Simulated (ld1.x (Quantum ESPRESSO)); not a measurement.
**Building the PAW potential for As (PBE, scalar-relativistic).**

ld1.x (Quantum ESPRESSO) 7.5 input, shortened:

```
&input
   title='As', zed=33., rel=1, dft='PBE', iswitch=3,
   config='[Ar] 3d10 4s1.5 4p3.5'
 /
 &inputp
   pseudotype=3, lpaw=.true., tm=.true., lloc=-1, rcloc=1.25,
   nlcc=.true., new_core_ps=.true., rcore=0.85,
   which_augfun='BESSEL', rmatch_augfun=0.70
 /
6
4S  1  0   1.50   0.00  1.35  1.80  0.0
4S  1  0   0.00   0.60  1.35  1.80  0.0
3P  2  1   6.00   0.00  0.95  1.10  0.0
4P  3  1   3.50   0.00  0.95  1.10  0.0
3D  3  2  10.00   0.00  0.80  1.05  0.0
3D  3  2   0.00  -1.15  0.80  1.05  0.0
 &test
   configts(1)='3p6 3d10 4s1.5 4p3.5'
 /
```

All-electron outer shells of the reference configuration (PBE, scalar-relativistic, ld1.x):

```csv
shell,level (eV),outermost node (bohr),outermost maximum (bohr)
2p,-1304.50,–,0.14
3s,-191.17,0.25,0.52
3p,-134.54,0.22,0.52
3d,-41.48,–,0.47
4s,-14.94,0.73,1.61
4p,-5.52,0.78,1.97
```

(1) Estimate the cutoffs (Ry, on a coarse ladder) from which the occupation-weighted sum of valence levels, in a spherical-Bessel basis at the reference potential, stays within 10 and 1 mRy of its value at 400 Ry.

(2) Does the potential have ghost states?

(3) Is the overlap operator S = 1 + Σ q|β⟩⟨β| positive definite (Bessel basis up to 400 Ry)?

Answers

(1) 160 Ry and 260 Ry.

(2) No extra level below or beside the all-electron valence levels (s, p, d, f tested).

(3) Yes: its lowest eigenvalue is 0.11 (p channel).

Its largest configuration-test error is +2.7 meV (3p6 3d10 4s2 4p3). Test run stopped at test 4 of 7 (negative rho).
